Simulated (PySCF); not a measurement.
Identify the unknown among the candidates.

| technique | computed result |
| --- | --- |
| 1H NMR | chemical shifts (computed TMS as zero) by class: 7.56 (1 H), 7.31 (1 H), 7.11 (1 H), 5.74 (2 H) ppm [GIAO PBE0/pcSseg-1] |
| NMR, other nuclei | isotropic shieldings of nuclei other than C and H, by class: -42 (1 N), 77 (1 N), 372 (1 Si), 956 (1 Cl) ppm [GIAO PBE0/pcSseg-1] |
| Dipole | 2.90 D [PBE0/def2-SVPD] |
| UV, first state | lowest singlet excitation: 5.70 eV (217 nm, f = 0.020) [TDDFT PBE0/def2-SVPD] |
| 13C NMR | chemical shifts (computed TMS as zero) by class: 142.0 (1 C), 139.3 (1 C), 123.6 (1 C) ppm [GIAO PBE0/pcSseg-1] |
| Rotational structure | rotational constants A, B, C: 5.041, 1.057, 0.936 GHz [GFN2-xTB] |
| Triplet | lowest triplet excitation (Tamm–Dancoff): 4.32 eV [TDA PBE0/def2-SVPD] |

The electronic properties come from PySCF, for the isolated species, density fitting. Levels stand in brackets. Isolated species at its GFN2-xTB geometry (one conformer only). Each NMR value is the plain mean over a class of atoms that symmetry, rotation or inversion makes alike.

Question: Which candidate is it?
A. `CN[Si@@H]1CC=N1`
B. `Cl[SiH2]n1ccnc1`
C. `[SiH3]n1cncc1Cl`
D. `CC(C)N[Si@H]1CC=N1`

Answer: B. It is `Cl[SiH2]n1ccnc1`. Numbering: `[Cl:1][SiH2:2][n:3]1[cH:4][cH:5][n:6][cH:7]1`. Its formula, C3H5ClN2Si, gives 3 degrees of unsaturation: 1 ring and 2 π bonds in the structure found (Kekulé form). 3 carbons fall into 3 classes; from least to most shielded: aromatic CH next to a ring nitrogen [C7] (142.0 ppm), aromatic CH next to a ring nitrogen [C5] (139.3 ppm), aromatic CH next to a ring nitrogen [C4] (123.6 ppm). Hydrogen classes from least to most shielded: 1 H on an aromatic CH next to a ring nitrogen, C5 (7.56 ppm), 1 H on an aromatic CH next to a ring nitrogen, C7 (7.31 ppm), 1 H on an aromatic CH next to a ring nitrogen, C4 (7.11 ppm), 2 H on a chlorine-bound silicon, Si2 (5.74 ppm). The other shieldings belong to: -42 ppm, pyridine-type nitrogen [N6]; 77 ppm, pyrrole-type nitrogen [N3]; 372 ppm, chlorine-bound silicon [Si2]; 956 ppm, silicon-bound chlorine [Cl1]. S1 is mainly HOMO→LUMO (weight 0.94); the largest Löwdin shares of the orbital it empties are 0.30 on an aromatic CH next to a ring nitrogen, 0.24 on an aromatic CH next to a ring nitrogen, 0.20 on an aromatic CH next to a ring nitrogen and 0.09 on the pyrrole-type nitrogen, of the orbital it fills 0.29 on the chlorine-bound silicon, 0.23 on the silicon-bound chlorine and 0.09 on each of 2 atoms of one kind (Si–H hydrogen). The optimised geometry has point group C1 and is an asymmetric top.

The others, at the same levels:
- `[SiH3]n1cncc1Cl` fails: its computed 13C shifts are 142.2 (1 C), 134.0 (1 C), 128.6 (1 C) ppm, 1H shifts are 7.26 (1 H), 7.22 (1 H), 4.99 (3 H) ppm and rotational constant A is 2.230 GHz (against 5.041 GHz).
- `CN[Si@@H]1CC=N1` fails: it has 8 hydrogens where the 1H data count 5; its computed 13C shifts are 202.3 (1 C), 39.2 (1 C), 30.6 (1 C) ppm, 1H shifts are 9.46 (1 H), 5.61 (1 H), 2.88 (3 H), 2.20 (1 H), 2.13 (1 H), 0.74 (1 H) ppm and rotational constant A is 7.940 GHz (against 5.041 GHz).
- `CC(C)N[Si@H]1CC=N1` fails: it has 12 hydrogens where the 1H data count 5; its computed 13C shifts are 200.2 (1 C), 50.0 (1 C), 38.1 (1 C), 32.8 (1 C), 28.9 (1 C) ppm, 1H shifts are 9.43 (1 H), 5.27 (1 H), 3.12 (1 H), 2.49 (1 H), 2.30 (1 H), 1.31 (3 H), 1.21 (3 H), 0.94 (1 H) ppm and rotational constant A is 4.246 GHz (against 5.041 GHz).

Each candidate is one conformer, not necessarily the lowest. The conformers computed, where there is a choice (atom-mapped SMILES and torsion angles):
- `[Cl:1][SiH2:2][n:3]1[cH:4][cH:5][n:6][cH:7]1`: Cl1–Si2–N3–C4 48°
- `[CH3:1][NH:2][Si@@H:3]1[CH2:4][CH:5]=[N:6]1`: C1–N2–Si3–C4 -117°
- `[CH3:1][CH:2]([CH3:3])[NH:4][Si@H:5]1[CH2:6][CH:7]=[N:8]1`: C1–C2–N4–Si5 -154°, C2–N4–Si5–C6 166°
